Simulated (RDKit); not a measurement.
Job for RDKit: UFF on ClH5SSi (a complex), monomers drawn apart or pushed together.

```python
from rdkit import Chem
from rdkit.Chem import AllChem, rdDetermineBonds

blocks = [
'''3

S     1.20144351   -0.08017689   -0.53455461
H    -0.04476525   -0.52801572   -0.31494729
H     0.84537292    1.18737266   -0.27320004
''',
'''5

Si    0.84869676    0.01128544    2.88473934
Cl   -0.84636318    0.90102892    2.08700252
H     0.91952356   -1.38031255    2.40623936
H     0.70779929    0.04426812    4.35467855
H     2.02932047    0.78571487    2.46405130
''',
]
mol = None
for b in blocks:
    f = Chem.MolFromXYZBlock(b)
    rdDetermineBonds.DetermineBonds(f, charge=0)
    mol = f if mol is None else Chem.CombineMols(mol, f)
Chem.SanitizeMol(mol)
print(Chem.MolToSmiles(Chem.RemoveHs(mol)))
ff = AllChem.UFFGetMoleculeForceField(mol, vdwThresh=100.0, ignoreInterfragInteractions=False)
e = ff.CalcEnergy()
print(f'UFF energy {e:.6f} kcal/mol')
```

Program output:

```
S.[SiH3]Cl
UFF energy 3.124903 kcal/mol
```

The run finished.

Cost: very roughly 0.04 core-seconds.
